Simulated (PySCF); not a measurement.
## Where the electron goes

Compound: C3H16Si4.
Structure used (PBE0-D3(BJ)/def2-SVP), in Å, numbered top down from 1:
```
atom  x, y, z in Å
Si1   -4.2400    0.2753   -0.1567
C2    -2.9154    1.2950    0.7055
Si3   -1.2571    0.4312    0.9337
C4    -0.5223   -0.1186   -0.7078
Si5    1.1480   -0.9805   -0.6004
C6     2.4763    0.1588    0.0947
Si7    4.2025   -0.5832    0.1729
H8    -5.5467    1.0021   -0.1921
H9    -3.8366   -0.0258   -1.5656
H10   -4.4397   -1.0245    0.5566
H11   -3.2928    1.5871    1.7011
H12   -2.7594    2.2291    0.1382
H13   -1.4433   -0.7648    1.8156
H14   -0.3062    1.3593    1.6269
H15   -0.4243    0.7598   -1.3704
H16   -1.2320   -0.8069   -1.2000
H17    1.5671   -1.4465   -1.9612
H18    1.0269   -2.1888    0.2761
H19    2.1827    0.4741    1.1109
H20    2.5160    1.0732   -0.5233
H21    5.1826    0.3956    0.7387
H22    4.6654   -0.9729   -1.1949
H23    4.2075   -1.8046    1.0362
```

Theory: PySCF 2.14.0, density-fitted response routines, TDDFT wB97X-D/def2-SVPD, vertical, gas phase, core orbitals frozen in the response.

Frontier orbitals with the atoms that hold most of them (Löwdin shares over 4%, at most four atoms; ? is withheld):

| orbital | ε (eV) | atoms |
| --- | --- | --- |
| HOMO-3 | -10.93 | Si5 18%, H18 18%, C6 11%, C4 10% |
| HOMO-2 | -10.60 | C2 19%, C6 13%, Si3 13%, Si1 12% |
| HOMO-1 | -10.49 | ? |
| HOMO | -10.21 | C4 24%, C2 15%, Si5 14%, Si3 10% |
| LUMO | 1.83 | Si1 23%, Si3 16%, C2 8%, H12 5% |
| LUMO+1 | 1.85 | Si7 18%, Si5 16%, C6 9%, Si3 7% |
| LUMO+2 | 2.11 | Si7 14%, Si3 10%, Si5 8%, Si1 6% |

**Question.** Which atoms hold the HOMO-1, and with what shares?

**Answer.** C4 (bonded to 2 Si and 2 H) 15%; C6 (bonded to 2 Si and 2 H) 14%; Si5 (bonded to 2 C and 2 H) 14%; H17 (bonded to Si) 11%. By element: carbon 29% or more, silicon 14% or more, hydrogen 11% or more.

**Question.** The HOMO–LUMO gap is 12.04 eV. Where does the response calculation put the lowest singlet, and from which orbitals?

**Answer.** S1 is at 8.01 eV (f = 0.140), 4.03 eV below the gap, made of HOMO→LUMO (68%), HOMO-2→LUMO (10%). Without the coupling terms of the response equations the lowest excitation would equal the gap.

Next come S2 at 8.01 eV (f 0.016), HOMO→LUMO+1 (65%), HOMO-2→LUMO+1 (9%); S3 at 8.20 eV (f 0.013), HOMO-1→LUMO+1 (30%), HOMO→LUMO+2 (26%), HOMO-2→LUMO+1 (10%); S4 at 8.23 eV (f 0.016), HOMO-1→LUMO+1 (30%), HOMO-2→LUMO (16%), HOMO-1→LUMO (15%); S5 at 8.33 eV (f 0.0090), HOMO-1→LUMO (24%), HOMO-1→LUMO+2 (20%), HOMO→LUMO+2 (9%).

Löwdin shares depend on the basis, the more so with diffuse functions.

Hardware: one thread of an Intel Xeon 6975P-C, no GPU, on a shared host. Cost: 9.4 min (grids of density and orbitals included), 1.4 GiB resident at most.

One conformer stands for the species.
